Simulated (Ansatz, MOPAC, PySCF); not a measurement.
Species: H2SeF, charge 1, multiplicity 1. SMILES: F[SeH2+]
Coordinates optimised at B3LYP-D3(BJ)/def2-TZVP (Ansatz, a program for electronic structure):
```xyz
4

Se    -0.2187    -0.1270     0.2222
H     -0.5961    -1.2067    -0.7381
F      0.7976     0.7220    -0.8489
H      0.8545    -0.9747     0.8222
```
Charge +1, spin multiplicity 1.

Unscaled harmonic wavenumbers (cm⁻¹) in rising order, each level at the stationary point that it reaches from this structure (no distance between atoms moves by over 0.3 Å); the order of modes can differ between levels, and a negative number is imaginary. B3LYP-D3(BJ)/def2-TZVP (PySCF, at the structure above): 738, 850, 884, 1042, 2304, 2310.

PM3 (MOPAC): 589, 814, 821, 850, 1777, 1818. Zero-point energy 9.5 against 11.6 kcal/mol; where all levels lie over 400 cm⁻¹, the wavenumbers are on average 0.843 times those of B3LYP-D3(BJ)/def2-TZVP.

PM6 (MOPAC): 727, 819, 828, 1029, 2391, 2393. Zero-point energy 11.7 against 11.6 kcal/mol; where all levels lie over 400 cm⁻¹, the wavenumbers are on average 0.991 times those of B3LYP-D3(BJ)/def2-TZVP.

HF/3-21G (Ansatz): 804, 889, 933, 1149, 2314, 2321. Zero-point energy 12.0 against 11.6 kcal/mol; where all levels lie over 400 cm⁻¹, the wavenumbers are on average 1.050 times those of B3LYP-D3(BJ)/def2-TZVP.

B3LYP/6-31G* with LANL2DZ past Ar (Ansatz): 684, 845, 876, 1092, 2211, 2254. Zero-point energy 11.4 against 11.6 kcal/mol; where all levels lie over 400 cm⁻¹, the wavenumbers are on average 0.983 times those of B3LYP-D3(BJ)/def2-TZVP.
